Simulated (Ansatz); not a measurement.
The inner images of a band of H2O + H4Sn (8 atoms, charge 0, multiplicity 1) are given out of order.

Method: Ansatz 0.2.0, RKS B3LYP-D4/def2-SVP.

Initial state:

```xyz
8
Properties=species:S:1:pos:R:3
Sn 0.335 0.044 -0.130
H 0.393 -0.071 1.584
H 1.968 -0.023 -0.695
H -0.350 1.527 -0.638
H -0.492 -1.306 -0.795
O -2.586 0.031 1.008
H -2.802 -0.901 0.863
H -2.363 0.069 1.949
```

Final state:

```xyz
8
Properties=species:S:1:pos:R:3
Sn -0.180 -0.075 -0.877
H -1.458 0.586 3.548
H 1.337 -0.687 -0.338
H -0.169 1.621 -1.093
H -0.719 -0.913 -2.283
O -1.544 -0.323 0.575
H -1.674 -1.254 0.809
H -1.490 0.416 2.805
```

Task: Put them in order from the first end to the last, with their energies above the first end.
A.
```xyz
8
Properties=species:S:1:pos:R:3
Sn -0.407 -0.110 -0.565
H -0.251 0.698 2.634
H 0.962 -0.760 0.253
H -0.301 1.584 -0.775
H -0.697 -0.945 -2.039
O -2.059 -0.323 0.564
H -2.249 -1.246 0.783
H -0.895 0.471 2.291
```
B.
```xyz
8
Properties=species:S:1:pos:R:3
Sn -0.206 0.039 -0.264
H -0.352 0.727 1.777
H 1.302 -0.644 0.196
H -0.194 1.655 -0.827
H -0.862 -0.985 -1.500
O -2.021 -0.354 0.939
H -2.298 -1.264 1.143
H -1.265 0.197 1.682
```
C.
```xyz
8
Properties=species:S:1:pos:R:3
Sn -0.369 -0.090 -0.397
H -0.278 0.759 2.108
H 1.114 -0.726 0.224
H -0.225 1.595 -0.694
H -0.861 -0.968 -1.774
O -2.039 -0.351 0.750
H -2.276 -1.266 0.959
H -0.963 0.417 1.968
```
D.
```xyz
8
Properties=species:S:1:pos:R:3
Sn -0.254 -0.049 -0.822
H -1.035 0.447 3.453
H 1.220 -0.528 -0.074
H -0.299 1.619 -1.196
H -0.599 -1.041 -2.188
O -1.756 -0.244 0.498
H -1.917 -1.166 0.743
H -1.257 0.331 2.732
```
E.
```xyz
8
Properties=species:S:1:pos:R:3
Sn 0.053 0.164 -0.193
H -0.191 0.577 1.501
H 1.604 -0.560 -0.042
H -0.008 1.697 -0.953
H -0.851 -0.928 -1.178
O -2.411 -0.316 1.105
H -2.377 -1.278 1.202
H -1.718 0.014 1.705
```
F.
```xyz
8
Properties=species:S:1:pos:R:3
Sn 0.263 0.124 -0.186
H 0.024 0.187 1.518
H 1.915 -0.302 -0.411
H -0.056 1.669 -0.853
H -0.698 -1.069 -0.953
O -2.687 -0.165 1.134
H -2.600 -1.127 1.061
H -2.058 0.053 1.837
```
G.
```xyz
8
Properties=species:S:1:pos:R:3
Sn -0.347 -0.062 -0.709
H -0.570 0.538 3.133
H 1.058 -0.583 0.139
H -0.352 1.619 -1.021
H -0.586 -1.002 -2.132
O -1.954 -0.287 0.478
H -2.116 -1.212 0.710
H -1.029 0.359 2.549
```

Result: F (+1.6 kcal/mol), E (+10.1 kcal/mol), B (+36.2 kcal/mol), C (+13.9 kcal/mol), A (+6.4 kcal/mol), G (+5.5 kcal/mol), D (+5.3 kcal/mol).

Time of the run: 9 min on 1 thread of Arm Neoverse V1, with other jobs on the host, peak memory 0.14 GiB.
